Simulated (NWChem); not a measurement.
BH₃Se₂; SMILES [SeH]B[SeH]

```xyz
6

B      0.0000     0.0000    -0.8466
H      0.0000     0.0000    -2.0482
Se    -1.6630     0.0000     0.1240
H     -2.5124     0.0000    -1.0763
Se     1.6630     0.0000     0.1240
H      2.5124     0.0000    -1.0763
```
Atoms are numbered in this order, from 1.

Results from NWChem. Pople sets run with spherical d functions. All runs use the structure optimised with PBE0/def2-SVP. Vertical excitations in the gas phase; the lowest state need not have the same character in each row.

For level B3LYP/6-31G*, full TDDFT:

```
Quantity                                  Value
----------------------------------------  -----
lowest excitation, singlet (eV)            5.19
oscillator strength of that lowest state  0.258
lowest state with f > 0.02, singlet (eV)   5.19
oscillator strength of that bright state  0.258
orbital gap (eV)                           5.63
```

### Question
What are these values for level Hartree-Fock/6-31G*, TDHF?

### Answer
- lowest excitation, singlet (eV) = 6.13
- oscillator strength of that lowest state = 0.000
- lowest state with f > 0.02, singlet (eV) = 6.34
- oscillator strength of that bright state = 0.274
- orbital gap (eV) = 11.97
